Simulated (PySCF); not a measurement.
Compound: C₆H₉OP.
Z-matrix (Å and degrees, GFN2-xTB geometry), rows numbered from 1:
```
C 
O   1  1.4068
C   2  1.3526  1  117.01
C   3  1.3531  2  128.68  1     1.32
P   4  1.7988  3  110.93  2  -175.34
C   5  1.8256  4   89.64  3    -7.46
C   6  1.4909  5  122.92  4  -177.33
C   6  1.3440  5  110.38  4     6.94
H   1  1.0949  2  111.17  3    61.46
H   1  1.0947  2  111.27  3   -60.32
H   1  1.0884  2  106.18  3  -179.42
H   4  1.0752  3  126.36  2    -3.93
H   5  1.3999  4   97.98  3  -102.36
H   7  1.0896  6  110.26  5   -57.27
H   7  1.0897  6  110.64  5    61.59
H   7  1.0880  6  110.59  5  -177.73
H   8  1.0777  3  120.45  2    -0.75
```

NICS = −σ at a ghost point: NICS(0) at the centroid of the ring atoms, NICS(1) 1 Å to either side along the normal of their mean plane, zz for the tensor component along that normal. Level: GIAO PBE0/pcSseg-1 (PySCF, non-relativistic, gas phase) on the GFN2-xTB geometry, one conformer.

Ring bond lengths (Å), with Mayer bond orders in brackets: C3–C4 1.353 (1.67), C4–P5 1.799 (0.97), P5–C6 1.826 (0.96), C6–C8 1.344 (1.72), C8–C3 1.449 (1.12).

Q: What do the NICS probes read (ppm)?

A: 
| ring | type | NICS(0) | NICS(1), two faces | NICS(1)zz, two faces | rms pucker (Å) | centre to ring atoms, mean (Å) |
| --- | --- | --- | --- | --- | --- | --- |
| C3–C4–P5–C6–C8 | 5-membered ring with P; bonds drawn aromatic by RDKit's count | -4.8 | -4.8 / -5.2 | -8.7 / -8.1 | 0.04 | 1.32 |

Q: What do they say, and how far can they be read as aromaticity?

A: 
- C3–C4–P5–C6–C8: mean NICS(1)zz -8.4 ppm, shielded. A hydrogen on P5, outside the ring, lies 1.86 Å from a NICS(1) probe.

Q: What does the geometric index give? Use HOMA with the parameters of Krygowski (1993).

A: 
- C3–C4–P5–C6–C8: HOMA 0.01; the largest term is that of P5–C6, α(R − Ropt)² = 1.94.

Q: What is the mean of the two in-plane components of NICS at the second NICS(1) probe listed for ring C3–C4–P5–C6–C8, 1 Å off the ring?

A: The isotropic value is a third of the trace: (3 × -5.2 − (-8.1))/2 = -3.8 ppm.

Q: Give the inner angles of the rings and the Hirshfeld charges of the ring atoms.

A: 
- C3–C4–P5–C6–C8: C3 114.1° (+0.064 e), C4 110.9° (-0.168 e), P5 89.6° (+0.112 e), C6 110.4° (-0.037 e), C8 114.3° (-0.075 e); sum 539.3° against 540° for a flat convex ring.

Q: What are the shieldings of the ring atoms and their hydrogens in the same run (means over atoms taken as equivalent)?

A: 
| atoms | environment | σ isotropic (ppm) | principal values of the symmetric part, first atom (ppm) |
| --- | --- | --- | --- |
| C3 | unsaturated ring carbon | 13.0 | -74.1, 37.4, 75.9 |
| C4 | unsaturated ring CH carbon | 95.3 | 24.4, 95.2, 166.4 |
| P5 | ring phosphorus | 391.9 | 318.1, 398.0, 459.5 |
| C6 | unsaturated ring carbon | 27.8 | -73.8, 2.1, 155.1 |
| C8 | unsaturated ring CH carbon | 47.1 | -42.7, 63.3, 120.8 |
| H12 | hydrogen on carbon | 27.06 | 23.5, 28.1, 29.6 |
| H13 | hydrogen on phosphorus | 26.75 | 21.9, 25.0, 33.4 |
| H17 | hydrogen on carbon | 24.98 | 22.6, 24.2, 28.2 |
